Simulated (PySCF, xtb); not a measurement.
BI3, SMILES IB(I)I.

Harmonic wavenumbers (cm⁻¹) from xtb with GFN2-xTB at its own minimum, in rising order: 105, 105, 209, 296, 737, 737.

Task: What does B3LYP-D3(BJ)/def2-SVP in PySCF 2.14.0 give at its own minimum? (An estimate is asked for; the answer gives what the named calculation found.)

Result: 104, 104, 193, 319, 708, 708. Paired by order, the mean absolute difference is 16 cm⁻¹ and the zero-point energies are 3.1 and 3.1 kcal/mol.
